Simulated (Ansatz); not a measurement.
CH5AlFNO (`N[CH](F)[AlH][OH]`). Total charge 0; spin multiplicity 1. The geometry is a stationary point of PBE0-D4/def2-TZVP. It is one conformer, not always the lowest.

```xyz
10

N    -0.101    1.125    1.096
C    -0.646    0.553   -0.069
F    -1.734   -0.346    0.222
Al    0.712   -0.465   -1.108
O     1.162   -2.004   -0.560
H     0.335    0.461    1.719
H    -0.747    1.704    1.618
H    -1.110    1.353   -0.654
H     1.437    0.088   -2.395
H     0.692   -2.469    0.131
```

Task: What is the dipole moment at ωB97M-V/def2-TZVPP? (Best estimate.)

Result: The calculation gave: 1.62 D, with components (-0.27, 0.85, 1.35) D in this frame, pointing from negative to positive charge.

Task: And with PBE, r2SCAN, B3LYP? (Estimate.)

Result: Ansatz gave: PBE 1.69 D, r2SCAN 1.66 D, B3LYP 1.63 D.

Task: Give the Mulliken charges with ωB97M-V, B3LYP, PBE in def2-TZVPP. (Best estimate.)

Result: Computed: 
```
atom  ωB97M-V  B3LYP    PBE
  N1    -0.27  -0.31  -0.30
  C2    -0.03   0.04  -0.01
  F3    -0.27  -0.28  -0.23
 Al4     0.57   0.56   0.47
  O5    -0.40  -0.41  -0.38
  H6     0.12   0.14   0.15
  H7     0.11   0.13   0.14
  H8     0.11   0.09   0.08
  H9    -0.10  -0.13  -0.11
 H10     0.17   0.18   0.18
```

B3LYP here is the variant with VWN-RPA as its local correlation; programs differ in this.
